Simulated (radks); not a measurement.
The titanium ion Ti+ inside a hard spherical wall (all orbitals vanish at R), configuration held at [Ar] 3d2 4s1 and not refilled when levels cross. All-electron calculation, scalar-relativistic Kohn-Sham, PBEsol, spin-polarised, spherical densities, finite nucleus; open shells are filled with parallel spins first; Fermi nuclear charge, rms radius 3.5921 fm. Program: a radial shooting solver on a logarithmic mesh with Libxc functionals. Eigenvalues in eV for spin up, with the zero of energy where the potential of the charges vanishes at infinity; a dash marks a level that is unbound or too diffuse for the functional's potential to be trusted. A positive occupied level is held by the wall or, in an anion where self-interaction has pushed it up, behind a barrier. The pressure on the wall is -dE/dV.

R (bohr)  E (hartree)  kinetic (hartree)    e(3s)    e(3p)    e(3d)    e(4s)  e(4p, empty)  e(5s, empty)  pressure (GPa)
free       -852.38070            859.462  -70.426  -46.766  -12.128  -10.978        -7.034             -               0
5          -852.31959            859.797  -69.083  -45.454  -10.893   -8.915        -3.507        16.663            7.48
4          -852.15068            860.477  -67.102  -43.539   -8.884   -4.273         2.832        39.243            45.8
3.5        -851.91739            861.336  -65.191  -41.683   -6.738    1.500        10.077        61.719             128
3          -851.38880            863.246  -61.902  -38.404   -2.726   13.275        23.940        100.73             416
2.5        -850.01972            868.148  -55.351  -31.565    5.700   39.392        52.716        174.35            1660
1.5        -829.88841            928.176   10.249   38.530   79.798   288.73        299.55        723.01           63200
